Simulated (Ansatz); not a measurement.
Species: LiCl, charge 0, singlet. LiCl (SMILES [Cl][Li]).
B3LYP-D3(BJ)/def2-TZVP minimum from Ansatz (a program for electronic structure):
```xyz
2

Li     0.0000     0.0000    -1.7146
Cl     0.0000     0.0000     0.3026
```

Total energies in hartree (Ansatz). Radicals and triplets start from unrestricted determinants; spin-orbit coupling is neglected. Cores are frozen in correlated methods. No relativity. For partners of very few electrons the exact lower level stands in for a higher one.

```tsv
species	HF/def2-TZVPP	CCSD(T)/def2-TZVPP	HF/def2-QZVPP	CCSD(T)/def2-QZVPP	CCSDT(Q)/def2-QZVPP
1: LiCl (SMILES [Li][Cl])	-467.04132	-467.26700	-467.05540	-467.30501	-467.30593
2: Li (doublet)	-7.43268	-7.43268	-7.43274	-7.43274	-7.43274
3: Cl (doublet)	-459.47685	-459.66464	-459.48954	-459.69535	-459.69632
```

Task: Work out the atomisation energy (electronic, to ground-state atoms) in kJ/mol: take Hartree-Fock from def2-QZVPP, extrapolate the CCSD(T) correlation energy as X^-3 (X = 3, 4), and add CCSDT(Q) - CCSD(T) in def2-QZVPP. 1 hartree = 2625.5 kJ/mol.

Result: 
Species 1: correlation (64·(-0.24961) - 27·(-0.22568))/37 = -0.26707; step -0.00092; E1 = -467.05540 + (-0.26707) + (-0.00092) = -467.32339
Species 2: correlation (64·(0.00000) - 27·(0.00000))/37 = 0.00000; step +0.00000; E2 = -7.43274 + (0.00000) + (+0.00000) = -7.43274
Species 3: correlation (64·(-0.20581) - 27·(-0.18779))/37 = -0.21896; step -0.00097; E3 = -459.48954 + (-0.21896) + (-0.00097) = -459.70947
-1·E1 +1·E2 +1·E3 = 0.18118 hartree = 475.7 kJ/mol.
